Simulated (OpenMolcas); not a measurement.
A calculation on Mo.

| Item | Value |
| --- | --- |
| Program | OpenMolcas |
| Method | MS-RASPT2, IPEA 0.25 Eh, imaginary shift 0.1 Eh (closed shells correlated: 4s 4p) |
| Basis | ANO-RCC-VTZP [7s6p4d2f1g] |
| Scalar Hamiltonian | DKH2, point nucleus |
| Active space | 6 electrons in 9 orbitals (RAS2 4d 5s; RAS3 5p, at most 2 electrons) |
| State averaging | 2S+1 = 7 even, 1 root; 2S+1 = 5 even, 30 roots kept (CI in the orbitals of an earlier block); 2S+1 = 3 even, 72 roots kept (CI in the orbitals of an earlier block); 2S+1 = 1 even, 23 roots kept (CI in the orbitals of an earlier block); 2S+1 = 7 odd, 18 roots; 2S+1 = 5 odd, 13 roots kept (CI in the orbitals of an earlier block); 2S+1 = 3 odd, 3 roots kept (CI in the orbitals of an earlier block, 0 in the spin-orbit step) |
| Spin-orbit coupling | RASSI with atomic mean-field integrals over the reference wave functions, term energies averaged over their components |

Question: Which level of the active space comes out lowest?

Answer: 4d⁵ 5s ⁷S₃, with 100 % of that term; it is also the measured ground level.

Question: How high does 4d⁵ 5s ⁵G₃ lie?

Answer: 18780 cm⁻¹ above the lowest level.

Question: How high does 4d⁵ 5s ⁵G₂ lie?

Answer: 18740 cm⁻¹ above the lowest level; measured 16641 cm⁻¹ above the ground level, so the calculation is off by +13 %.

Question: How high does 4d⁴ 5s² ⁵D₀ lie?

Answer: 11120 cm⁻¹ above the lowest level; measured 10966 cm⁻¹ above the ground level, so the calculation is off by +1 %.

Question: The level at 11280 cm⁻¹ has J = 1. What is it made of, and what is its g factor?

Answer: 96 % 4d⁴ 5s² ⁵D₁, 3 % 4d⁵ 5s ⁵D; g = 1.501, against 1.501 from Landé's formula for the pure leading term.

Measured values: NIST Handbook of Basic Atomic Spectroscopic Data.

CASPT2 breaks the degeneracy within a term, and the mean is taken; among the terms shown or strongly mixed into the levels shown the widest spread is 380 cm-1 (4d⁵ 5s ⁵G). Blocks of more than 70 roots (2S+1 = 3 even) ran without multistate coupling. Some high roots are left out of the spin-orbit mixing, which shifts the levels that they would mix with. Terms from blocks run as CI alone lack orbitals of their own. Configurations are named by rounded mean occupations; where the s occupation lies near a half they are strongly mixed, a name can repeat and a true partner stay unpaired. A single d shell beside an s shell can misplace configurations of different d count against each other. Measured partners are found by configuration, term and J. A level has none where our copy of the source lacks it or the pairing is in doubt (some pairs that miss far off the trend of their configuration count as doubtful), and it then counts in no deviation. Only configurations of the active space appear.
